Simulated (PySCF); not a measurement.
Constitutional and geometric isomers with formula C4H8Si. Gas-phase values, no solvent. One relaxed conformer stands for each flexible species; it need not be the lowest. Strings in code marks are SMILES.

The S1–T1 gap (TDA) from two functionals at the same geometries (B3LYP-D3(BJ)/def2-TZVP), both in PySCF: PBE-D3(BJ)/def2-TZVP and B3LYP-D3(BJ)/def2-TZVP. B3LYP has the VWN-RPA correlation part, as in Gaussian. Excitations are Tamm–Dancoff values on a coarser integration grid. The basis has no diffuse functions, so Rydberg states are missing or too high.

```tsv
species	PBE-D3(BJ)/def2-TZVP (eV)
`C=CC[SiH]=C` (C–C–C–Si torsion -104°, C–C–Si–C torsion -114°)	1.68
`CC1=C[Si@@H]1C`	0.70
`C=CC(=[SiH2])C` (C–C–C–Si torsion 180°)	2.46
`C1[SiH](CC)C=1` (C–C–Si–C torsion 25°)	0.73
`C=C=CC[SiH3]`	0.74
`C1CC12C[SiH2]2`	1.19
```

Question: What does B3LYP-D3(BJ)/def2-TZVP give for each?

Answer: 
- `C=CC[SiH]=C` (C–C–C–Si torsion -104°, C–C–Si–C torsion -114°): 2.21
- `CC1=C[Si@@H]1C`: 0.70
- `C=CC(=[SiH2])C` (C–C–C–Si torsion 180°): 2.45
- `C1[SiH](CC)C=1` (C–C–Si–C torsion 25°): 0.69
- `C=C=CC[SiH3]`: 0.91
- `C1CC12C[SiH2]2`: 1.24
Over these rows, drawn at random from the members with no instability flagged (it was tested for open shells, ions and some series alone), PBE minus B3LYP-D3(BJ): mean -0.12 eV, from -0.53 eV to +0.04 eV.
